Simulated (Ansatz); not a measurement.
CH₅ClGeO (`[CH3][GeH]([OH])[Cl]`) at its PBE0-D4/def2-TZVP geometry, where that method's forces vanish. Charge 0, multiplicity 1.

```xyz
9

C     0.5665    0.3982    1.0479
Ge    0.0817   -0.1234   -0.7520
O    -1.6100    0.2453   -1.1186
Cl    0.3359   -2.2693   -0.8803
H     1.6126    0.1552    1.2369
H     0.4160    1.4716    1.1726
H    -0.0546   -0.1381    1.7660
H     0.8812    0.5196   -1.8872
H    -2.2293   -0.2591   -0.5854
```

(1) What forces (eV/Å) does PBE-D4/def2-TZVPP give on these atoms in Ansatz 0.2.0? (An estimate is asked.)

## Answers

(1) Computed: 
```
C1   0.034  0.032  0.076
Ge2  0.330  0.014  0.062
O3  -0.271  0.408 -0.429
Cl4  0.059 -0.352 -0.023
H5   0.200 -0.046  0.037
H6  -0.028  0.203  0.022
H7  -0.118 -0.104  0.130
H8   0.080  0.093 -0.146
H9  -0.286 -0.248  0.270
```
